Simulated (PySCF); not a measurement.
Se(F)(NH2) (FH2NSe), SMILES N[Se]F.

Geometry: PBE0-D3(BJ)/def2-TZVP. Other conformers were not sampled.

These are TDDFT-CAM-B3LYP/def2-SVPD in PySCF 2.14.0 values and carry that method's errors.

Vertical excitations. Isolated molecule, no solvent. State labels are in the subgroup Cs.

| state | symmetry | energy (eV) | λ (nm) | f | main pairs |
|---|---|---|---|---|---|
| S1 | A" | 3.73 | 332 | 0.000 | HOMO→LUMO 97 % |
| S2 | A" | 5.18 | 239 | 0.003 | HOMO→LUMO+1 89 % |
| S3 | A" | 6.25 | 198 | 0.070 | HOMO→LUMO+2 94 % |
| S4 | A' | 6.96 | 178 | 0.063 | HOMO−1→LUMO 84 % |
| S5 | A' | 7.06 | 176 | 0.019 | HOMO→LUMO+3 89 % |
| S6 | A' | 7.26 | 171 | 0.036 | HOMO−1→LUMO+1 80 % |
| S7 | A" | 7.43 | 167 | 0.024 | HOMO→LUMO+4 80 %, HOMO→LUMO+5 12 % |
| S8 | A" | 7.74 | 160 | 0.019 | HOMO→LUMO+5 73 %, HOMO→LUMO+4 15 % |
| S9 | A' | 7.88 | 157 | 0.056 | HOMO−2→LUMO 81 % |
| S10 | A' | 8.60 | 144 | 0.015 | HOMO−1→LUMO+2 75 %, HOMO−1→LUMO+5 19 % |
| T1 | A" | 2.91 | 427 | 0 | HOMO→LUMO 94 % |
| T2 | A" | 4.41 | 281 | 0 | HOMO→LUMO+1 75 %, HOMO→LUMO+5 19 % |
| T3 | A' | 5.78 | 215 | 0 | HOMO−1→LUMO 93 % |
| T4 | A" | 6.06 | 205 | 0 | HOMO→LUMO+2 91 % |
Triplets are in the Tamm–Dancoff approximation, which puts them higher than full response would, so one can lie above its singlet here.
